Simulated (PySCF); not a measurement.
**Static response to an electric field**

Species: C7H4OS.
Cartesian coordinates in Å at the GFN2-xTB level; atoms count from 1:
```
atom  x, y, z in Å
C1     3.1157    0.6145    0.1641
C2     1.9662    0.2779    0.0873
C3     0.5939   -0.0469    0.0057
C4     0.1956   -1.3265   -0.2036
O5    -1.0871   -1.7121   -0.2933
C6    -2.0320   -0.7636   -0.1651
C7    -1.7570    0.5368    0.0441
C8    -0.4026    0.9997    0.1456
S9    -0.0264    2.5839    0.3984
H10    4.1237    0.8972    0.2291
H11    0.8860   -2.1499   -0.3186
H12   -3.0291   -1.1685   -0.2498
H13   -2.5514    1.2580    0.1384
```

Level: PBE0/def2-SVPD (PySCF), static field, nuclei fixed, core orbitals frozen in the response. The polarisability tensor in these axes (au):

```
x   130.78  15.05   3.91
y    15.05 136.76  12.24
z     3.91  12.24  62.08
```

Question: Give the principal values, the mean and the anisotropy Δα = √{½[(α1 − α2)² + (α2 − α3)² + (α1 − α3)²]}.

Answer: Principal values 60.10, 118.79 and 150.74 au; mean 109.88 au = 16.28 Å³ = 18.12 × 10⁻⁴⁰ C²·m²/J; Δα = 79.63 au (72 % of the mean).

Question: What is the dipole moment, and where does it point?

Answer: (-1.01, -4.02, -0.65) D, 4.20 D in size, pointing from the negative to the positive side. Measured along this direction, the outermost atoms are S9 at the negative end and O5, H11 and H12 at the positive end.

Question: Along which axes do the principal values lie, and how far do the nuclei extend along each?

Answer: Largest value along (0.61, 0.78, 0.13), where the nuclei span 6.06 Å; middle along (0.79, -0.61, -0.08), 5.48 Å; least along (-0.02, -0.15, 0.99), 0.00 Å. The response follows the extents in order.

Question: What would n − 1 = 2πNα be for an ideal gas of these molecules at 273.15 K and 1 atm, electronic part alone?

Answer: N = p/kT = 2.6868 × 10¹⁹ cm⁻³, so n − 1 = 2π × N × 16.28 × 10⁻²⁴ cm³ = 2749 × 10⁻⁶ at long wavelengths.

Question: What molar refraction does this α imply?

Answer: Lorentz–Lorenz: R = (4π/3)N_A α = 2.5225 cm³/(mol·Å³) × 16.28 Å³ = 41.1 cm³/mol, in the limit of long wavelengths.

Geometry: GFN2-xTB; no solvent, vibrations or thermal averaging.
